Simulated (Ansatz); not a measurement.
A nudged elastic band was laid between two geometries of CH7GaS (10 atoms, charge 0, multiplicity 1).

Method: Ansatz, RKS r2SCAN-D4/def2-SVP.

```yaml
movable_images: 9
climbing_image: yes
spring: 5.0 eV/Å²
optimiser: quadratic models (default)
start_path: through a guess of the saddle point
force_threshold: 0.05 eV/Å
iteration_limit: 60
end_points: relaxed
```

Image 0:

```xyz
10
Properties=species:S:1:pos:R:3
Ga 0.111 -0.140 0.146
H 0.213 -0.805 1.571
C 1.740 0.017 -0.963
H 1.925 -0.945 -1.471
H 1.637 0.782 -1.748
H 2.639 0.243 -0.366
H -1.305 -0.061 -0.536
S 0.061 2.365 1.007
H 1.109 2.268 1.856
H -0.837 2.169 1.999
```

Image 10:

```xyz
10
Properties=species:S:1:pos:R:3
Ga -0.041 0.899 -0.256
H -0.043 -0.915 1.848
C 1.680 0.118 -0.769
H 1.633 -0.982 -0.775
H 1.937 0.444 -1.791
H 2.492 0.437 -0.098
H -1.461 0.367 -0.619
S -0.076 2.819 0.852
H 1.268 2.923 0.954
H -0.098 -0.218 2.147
```

**Question.** What changes between the two ends?

**Answer.** Bonds broken: Ga1–H2, S8–H10. Bonds formed: H2–H10. CH7GaS becomes CH5GaS + H2.

**Question.** What energy profile does the band end with?

**Answer.** The run converged. The highest image is number 5 of 0 to 10, 12.2 kcal/mol above the first end and 22.6 kcal/mol above the last; the last end lies 10.4 kcal/mol below the first. A vibrational analysis at the climbing image gives one clearly imaginary mode, 891i cm⁻¹: a first-order saddle point. The orbitals stay closed-shell, which can raise the energy where a bond breaks towards radicals; this wasn't checked here.

```
image  path coordinate (Å)  energy (kcal/mol)  Ga1–H2 (Å)  S8–H10 (Å)  H2–H10 (Å)
    0                 0.00                0.0        1.58        1.35        3.18
    1                 0.51                0.1        1.58        1.35        3.07
    2                 1.01                0.5        1.58        1.35        2.86
    3                 1.52                2.1        1.58        1.35        2.29
    4                 2.02                5.8        1.61        1.39        1.72
    5                 2.52               12.2        1.73        1.64        1.12
    6                 2.93                3.7        1.94        2.04        0.85
    7                 3.33               -5.4        2.22        2.42        0.78
    8                 3.73               -8.9        2.46        2.75        0.77
    9                 4.14              -10.1        2.66        3.03        0.76
   10                 4.54              -10.4        2.78        3.30        0.76
```

**Question.** What is the geometry of the highest image?

**Answer.** 
```xyz
10
Properties=species:S:1:pos:R:3
Ga -0.050 0.248 -0.035
H -0.003 -0.278 1.608
C 1.720 0.075 -0.852
H 1.905 -0.971 -1.144
H 1.787 0.699 -1.757
H 2.513 0.383 -0.154
H -1.496 0.014 -0.549
S -0.171 2.390 1.250
H 1.172 2.498 1.366
H -0.086 0.834 1.759
```

**Question.** What are the harmonic wavenumbers there?

**Answer.** 891i, 99, 126, 243, 292, 433, 517, 581, 619, 728, 748, 770, 994, 1203, 1216, 1376, 1427, 1430, 1632, 2015, 2696, 3039, 3146, 3156 cm⁻¹.

Run time: 2.4 min on 4 threads of Arm Neoverse V2, with other jobs on the host, peak memory 0.17 GiB.
